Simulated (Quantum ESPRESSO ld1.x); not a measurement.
The numbers below are computed, except where a source is named.
Problem. Mean orbital radii <r> (bohr) of the neon ion Ne+, [He] 2s2 2p5, of relativity; Dirac values are averaged over j with weights 2j + 1. Spin-unpolarised spherical Kohn-Sham, LDA (Slater exchange, VWN5 correlation), point nucleus, ld1.x of Quantum ESPRESSO 7.5. A level marked "c x" has the speed of light scaled by that factor and shares open shells by 2j + 1; other Dirac levels either fill j = l - 1/2 first or share by 2j + 1.

shell       non-rel.
1s            0.1589
2s            0.8701
2p            0.8835
3s (empty)     3.491
3p (empty)     4.671

Give the values at the level "Dirac, c x 1.5".

Solution. 
shell       Dirac, c x 1.5  change of magnitude (%)
1s                  0.1588                    -0.07
2s                  0.8694                    -0.08
2p                  0.8834                    -0.01
3s (empty)           3.489                    -0.05
3p (empty)           4.671                    0.00
